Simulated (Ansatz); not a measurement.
`BO[SiH2]S[SiH3]` + `OC(O)O` → `BOC(O)O` + `O[SiH2]S[SiH3]`  (ligand exchange at a B–O bond)

Gas-phase electronic energies from Ansatz, PBE0-D4/def2-TZVP geometries. CCSD(T)/CBS is the MP2 limit (def2-TZVPP, def2-QZVPP) plus CCSD(T) − MP2 in def2-TZVPP, frozen cores. Functionals use def2-TZVPP. Each species was taken in one conformer, which may not be the lowest.

```
          species  PBE0 energy (Eh)
`BO[SiH2]S[SiH3]`       -1081.14591
         `OC(O)O`        -266.02365
        `BOC(O)O`        -291.46779
 `O[SiH2]S[SiH3]`       -1055.70390
```

Task: Work out ΔE.

Result: ΔE = (-291.46779) + (-1055.70390) − (-1081.14591) − (-266.02365) = -0.00213 Eh = -5.6 kJ/mol. CCSD(T)/CBS gives -3.2 kJ/mol.

Largest T1 diagnostic among the species: 0.013.

In def2-TZVPP, CCSD(T) changes the Hartree–Fock value by −3.7 kJ/mol (the triples alone add −1.0 kJ/mol) and MP2 by −3.9 kJ/mol. The D4 term adds +3.5 kJ/mol with B3LYP and +2.0 kJ/mol with PBE0; it sums over pairs of atoms, weighted by their polarisabilities, and B3LYP, whose exchange is more repulsive, gets the larger term.

B3LYP here is the variant with VWN-RPA as its local correlation; programs differ in this.
